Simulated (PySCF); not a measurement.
Coordinates in bohr (charge 1 multiplicity 1):
```
W     0.0000    0.0000    0.0000
Cl    0.0000    0.0000    4.2663
Cl    0.0000    0.0000   -4.2663
Cl    4.1889    0.0000    0.0000
Cl   -2.0945    3.6277    0.0000
Cl   -2.0944   -3.6278    0.0000
```

All numbers come from PySCF, PBE0, basis W def2-SVP with ECP60, Cl def2-SVP (scalar-relativistic core potentials, no spin–orbit coupling, density fitting).

This geometry of [WCl5]+ is a stationary point at this level.

Problem. What is the point group?

Solution. D3h.

Problem. Is it a minimum?

Solution. Yes: all harmonic wavenumbers are real.

Problem. List the harmonic modes with their infrared intensities.

Solution. 
```csv
symmetry,ω (cm⁻¹),"IR (km/mol, summed over degenerate members)",type
e',60,7.3,bend
e',148,4.8,bend
a2'',192,7.9,bend
e'',215,0.0,bend
a1',375,0.0,stretch
a2'',418,125,stretch
a1',445,0.0,stretch
e',446,135,stretch
```

In D3h the vibrations span 3e' + 2a2'' + e'' + 2a1'. The a1', e'' modes carry no infrared intensity, as symmetry demands.

Stability towards spin polarisation was not tested. Only a few start shapes were tried, so a lower isomer may exist. With an element this heavy the missing spin–orbit coupling can shift these numbers.
